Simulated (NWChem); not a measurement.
Species: AuCl; SMILES [Cl][Au]

Results from NWChem. The geometry was optimised at PBE0/def2-SVP. def2 effective core potentials on Au; no spin-orbit coupling.

Task: What does the run give for TPSSh/def2-TZVP? Quantities: highest occupied level (eV); orbital gap (eV); dipole (D).

Result: 
```json
{
 "highest occupied level (eV)": "-7.28",
 "orbital gap (eV)": "3.02",
 "dipole (D)": "3.76"
}
```
